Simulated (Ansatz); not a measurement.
Compare A (`N[SiH2]CBCl`) with its isomer B (`[SiH3]NCBCl`).

Computed with Ansatz on PBE0-D4/def2-TZVP structures; ΔE is electronic, products minus reactants. CBS: MP2 limit from def2 TZ/QZ plus the TZ coupled-cluster correction, frozen cores. DFT in def2-TZVPP. B3LYP here is the variant with VWN-RPA as its local correlation; programs differ in this. Each species was taken in one conformer, which may not be the lowest.

**Question.** Which isomer does CCSD(T)/CBS put lower? Give the gap. (Best estimate.)

**Answer.** Ansatz gave: A, by 27.1 kcal/mol.

**Question.** Give E(B) − E(A) in kcal/mol with CCSD/def2-TZVPP, PBE0-D4, HF/def2-TZVPP, PBE-D4, ωB97M-V, r2SCAN-D4, B3LYP-D4. (Estimate.)

**Answer.** Computed: CCSD/def2-TZVPP 26.1, PBE0-D4 26.8, HF/def2-TZVPP 24.3, PBE-D4 26.5, ωB97M-V 26.8, r2SCAN-D4 27.8, B3LYP-D4 25.8. None reverses the order clearly.

Largest T1 diagnostic: 0.011.

In def2-TZVPP, CCSD(T) changes the Hartree–Fock value by +2.2 kcal/mol (the triples alone add +0.3 kcal/mol) and MP2 by +3.7 kcal/mol.
